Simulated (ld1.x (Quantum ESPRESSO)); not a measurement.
# What one change does to a pseudopotential (Cr, ultrasoft)

* Element: Cr
* Generator: ld1.x (Quantum ESPRESSO) 7.5
* Type: ultrasoft
* Functional: LDA (PZ)
* Relativity: scalar-relativistic
* Frozen core: [Ne] 3s2
* Valence charge: 12
* Reference configuration: 3p6 3d5 4s0.75 4p0.25
* Partial waves: 4s (bound): rcut 2.35, rcutus 2.70 bohr; 4s channel at 1.05 Ry: rcut 2.35, rcutus 2.70 bohr; 3p (bound): rcut 1.35, rcutus 1.60 bohr; 4p (bound): rcut 1.35, rcutus 1.60 bohr; 3d (bound): rcut 1.55, rcutus 2.05 bohr; 3d channel at 0.25 Ry: rcut 1.55, rcutus 2.05 bohr
* Local potential: all-electron potential smoothed inside 1.65 bohr (lloc = -1)
* Core correction: a·sin(br)/r model core inside 1.30 bohr
* Augmentation charge: PSQ, inside the norm-conserving radii

Change: core correction a·sin(br)/r model core inside 1.78 bohr.

Cutoffs: the cutoffs (Ry, on a coarse ladder) from which the occupation-weighted sum of valence levels, in a spherical-Bessel basis at the reference potential, stays within 10 and 1 mRy of its value at 400 Ry; they do not see the model core or the augmentation charge, which bear on the density cutoff. Errors are all-electron minus pseudo energies relative to the spin-unpolarised reference configuration.

Question: What does the change do?

Answer: The potential gets neither clearly harder nor softer (35 Ry and 55 Ry → 35 Ry and 55 Ry); of the 9 tests that both files solve, the error grows in 3 and shrinks in 2 by more than 15 % and 0.3 meV (median size 5.6 → 5.5 meV); neither file shows a bound ghost. A wider model core is smoother and lowers the density cutoff, which this test does not measure.

```tsv
quantity	base	changed
cutoff, loose	35 Ry	35 Ry
cutoff, tight	55 Ry	55 Ry
bound ghosts	none	none
error for 3p6 3d5 4s1 4p0, meV [ΔE -0.78 eV]	0.0	0.0
error for 3p6 3d5 4s0 4p0, meV [ΔE 6.36 eV]	-5.6	-5.5
error for 3p6 3d4 4s0 4p0, meV [ΔE 22.70 eV]	-0.5	+1.6
error for 3p6 3d4 4s2 4p0, meV [ΔE -0.84 eV]	-17	-15
error for 3p6 3d5 4s0.5 4p0, meV [ΔE 2.04 eV]	-0.7	-0.7
error for 3p5 3d5 4s1 4p0, meV [ΔE 50.69 eV]	-13	-8.6
error for 3p6 3d6 4s0 4p0, meV [ΔE 0.94 eV]	-4.0	-3.3
error for 3p6 3d5 4s0.75 4p0.25 (spin-polarised), meV [ΔE -4.86 eV]	+530	+779
error for 3p6 3d5 4s1 4p0 (spin-polarised), meV [ΔE -5.70 eV]	+527	+775
s: phases at 2.94 bohr within 0.05 rad from the reference energy up to (Ry; the scan ends near 5)	to the end of the scan	to the end of the scan
p: phases at 2.94 bohr within 0.05 rad from the reference energy up to (Ry; the scan ends near 5)	4.1	4.1
d: phases at 2.94 bohr within 0.05 rad from the reference energy up to (Ry; the scan ends near 5)	to the end of the scan	to the end of the scan
lowest overlap eigenvalue by channel	s 0.33, p 0.14, d 1.00	s 0.33, p 0.14, d 1.00
```
